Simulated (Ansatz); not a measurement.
`[GeH3]/[N]=C1\O[SiH2]1` + `OCBCl` → `ClBC[O][GeH3]` + `N=C1O[SiH2]1`  (ligand exchange at a Ge–N bond)

Program: Ansatz. Geometries: PBE0-D4/def2-TZVP. ΔE: electronic, gas phase. CCSD(T)/CBS adds triple-zeta CCSD(T) − MP2 to the extrapolated MP2 energy (def2 sets, frozen cores). DFT in def2-TZVPP. B3LYP here is the variant with VWN-RPA as its local correlation; programs differ in this. For Ge outer-core shells are correlated without core-valence functions, which leaves a few kJ/mol of doubt a bond. Scalar relativity is left out up to krypton. Each species was taken in one conformer, which may not be the lowest.

`[GeH3]/[N]=C1\O[SiH2]1`:

```xyz
10

Ge    0.952   -1.647    0.879
N     0.501   -0.751   -0.695
C    -0.146    0.303   -0.643
O    -0.667    1.051    0.423
Si   -1.040    1.810   -1.056
H     1.818   -0.744    1.772
H     1.748   -2.880    0.435
H    -0.322   -2.075    1.626
H    -2.470    1.827   -1.434
H    -0.374    3.106   -1.306
```

`OCBCl`:

```xyz
8

O    -1.155   -0.687   -0.834
C     0.001    0.094   -0.669
B     0.576    0.301    0.755
Cl   -0.207   -0.441    2.132
H    -1.428   -1.008    0.031
H    -0.162    1.101   -1.092
H     0.825   -0.316   -1.280
H     1.550    0.956    0.957
```

`ClBC[O][GeH3]`:

Cartesian coordinates in Å:
```
Cl -0.119 -3.175 -0.897
B -0.548 -1.635 -0.193
C 0.579 -0.761 0.442
O 0.159 0.459 1.018
Ge -0.145 1.837 -0.068
H -1.699 -1.323 -0.213
H 1.401 -0.624 -0.284
H 1.038 -1.364 1.241
H 1.177 2.199 -0.773
H -1.196 1.431 -1.120
H -0.645 2.957 0.847
```

`N=C1O[SiH2]1`:

```xyz
7

N     1.921    0.160    0.293
C     0.680    0.067    0.231
O    -0.218    0.088    1.276
Si   -1.071   -0.091   -0.185
H     2.334    0.113   -0.634
H    -1.736   -1.394   -0.390
H    -1.909    1.057   -0.590
```

```tsv
level	ΔE (kJ/mol)	difference from CCSD(T)/CBS
PBE0-D4	1.8	2.0
B3LYP-D4	-1.3	-1.1
ωB97X-V	-4.3	-4.1
ωB97M-V	-2.7	-2.5
B2PLYP	-1.4	-1.2
PBE	1.6	1.8
r2SCAN	-1.4	-1.2
PBE0	1.1	1.3
B3LYP	-2.8	-2.6
MP2/def2-TZVPP	2.6	2.8
SCS-MP2/def2-TZVPP	-2.0	-1.8
CCSD(T)/def2-TZVPP	-1.7	-1.5
HF/def2-QZVPP	-11.9	-11.7
MP2/def2-QZVPP	3.1	3.3
SCS-MP2/def2-QZVPP	-1.5	-1.3
MP2/CBS(def2)	4.1	4.3
CCSD(T)/CBS	-0.2	0
```

Largest T1 diagnostic among the species: 0.017.

In def2-TZVPP, CCSD(T) changes the Hartree–Fock value by +9.2 kJ/mol (the triples alone add +2.1 kJ/mol) and MP2 by +13.5 kJ/mol.
